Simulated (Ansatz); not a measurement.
Ansatz (a first-principles code) input:
A basis named .json is the Basis Set Exchange file of that set.

Ansatz 0.2 input:
```yaml
crystal:
  periodic: [false, false, false]
  atoms:
    - {symbol: Si, position_ang: [-0.00000000, -0.00000000, -1.16885582]}
    - {symbol: S, position_ang: [0.00000000, 0.00000000, 1.02274885]}
basis:
  gaussian:
    orbitals: cc-pwCVTZ.json
magnetization: {spin_polarized: true, initial_magnetization: 2}
correlation: {method: ccsd_t, frozen_orbitals: {S: 1, Si: 1}}
```

Problem. What final total energy does it print?

Solution. -687.22631 Eh (CCSD(T,core; 1s of Na to Cl frozen)/cc-pwCVTZ). The basis has 118 functions.

This is an excited triplet: at this geometry the singlet lies 2.49 eV lower at CCSD(T)/CBS(aug-cc-pV(T+d)Z,aug-cc-pV(Q+d)Z).
